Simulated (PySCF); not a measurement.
silylphosphine cation (H5PSi), SMILES [SiH3]P (connectivity only; charge and spin as stated), charge +1, multiplicity 2.

Coordinates come from a B3LYP-D3(BJ)/def2-TZVP optimisation. The multiplicity is an assumed one; other spin states were not compared.

Two levels are set side by side: PBE/def2-TZVPD (PySCF) and PBE0/def2-TZVPD (PySCF). Same geometry, gas phase. Differences are taken from unrounded values.

```json
[
 {"quantity": "α-spin orbital gap (eV)", "PBE0": "8.00", "PBE": "5.79", "PBE minus PBE0": "-2.21"},
 {"quantity": "β-spin orbital gap (eV)", "PBE0": "5.67", "PBE": "3.29", "PBE minus PBE0": "-2.38"},
 {"quantity": "mean polarisability (bohr³)", "PBE0": "48.5", "PBE": "50.3", "PBE minus PBE0": "1.8"}
]
```

Loosely held outer electrons make PBE densities more polarisable. Differences between two approximate levels are no errors against the true value.

Rough cost on one machine, each run with all the roots and properties that it gave: PBE0 against PBE within a factor of 2.
